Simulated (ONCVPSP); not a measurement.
Pseudopotential generation for selenium (Se): ONCV, PBE, scalar-relativistic.

* Element: Se
* Generator: ONCVPSP 4.0.1
* Type: optimised norm-conserving Vanderbilt (ONCV)
* Functional: PBE
* Relativity: scalar-relativistic
* Frozen core: [Ar]
* Valence charge: 16
* Reference configuration: 3d10 4s1 4p5
* Partial waves: 4s: rc 1.35 bohr, ncon 4, nbas 8, qcut 4.8 1/bohr, 3 projectors, debl 4 Ha; 4p: rc 1.80 bohr, ncon 4, nbas 7, qcut 4 1/bohr, 2 projectors, debl 3.3 Ha; 3d: rc 0.80 bohr, ncon 3, nbas 7, qcut 15.3 1/bohr, 2 projectors, debl 1.6 Ha
* Local potential: polynomial inside 0.75 bohr (lpopt 5, dvloc0 6 Ha)
* Core correction: polynomial model core, fcfact 0.75

In the d channel the program set the typed energies aside and used -2.011, 0.250 Ha.

All-electron outer shells of the reference configuration (PBE, scalar-relativistic, ld1.x):

```json
{"shell": "3s", "level (eV)": "-215.15", "outermost node (bohr)": "0.24", "outermost maximum (bohr)": "0.50"}
{"shell": "3p", "level (eV)": "-154.61", "outermost node (bohr)": "0.21", "outermost maximum (bohr)": "0.50"}
{"shell": "3d", "level (eV)": "-54.72", "outermost node (bohr)": "–", "outermost maximum (bohr)": "0.45"}
{"shell": "4s", "level (eV)": "-18.11", "outermost node (bohr)": "0.70", "outermost maximum (bohr)": "1.51"}
{"shell": "4p", "level (eV)": "-7.13", "outermost node (bohr)": "0.74", "outermost maximum (bohr)": "1.80"}
```

**Question.** Estimate the cutoffs (Ha) at which the residual kinetic energy of the hardest occupied pseudo-wave falls to 1 and 0.1 mHa per electron.

**Answer.** 118 Ha and 379 Ha.

**Question.** What does a ghost test show?

**Answer.** Ghosts flagged at negative energy: s at -2416.5 eV; GHOST(+) flagged for p at 159.2 eV, s at 160.7 eV. A true bound ghost makes a file unfit for plane-wave use.

**Question.** Which valence shell sets the plane-wave cutoff?

**Answer.** 3d: 118 Ha for 1 mHa per electron, against 11 Ha for 4s.

**Question.** Tests: 3d10 4s2 4p4; 3d10 4s2 4p3; 3d10 4s2 4p2; 3d10 4s2 4p1. Which has the largest error in its energy relative to the reference configuration, and how large is it?

**Answer.** 3d10 4s2 4p1, with -12 meV (all-electron minus pseudo) on +51.18 eV.
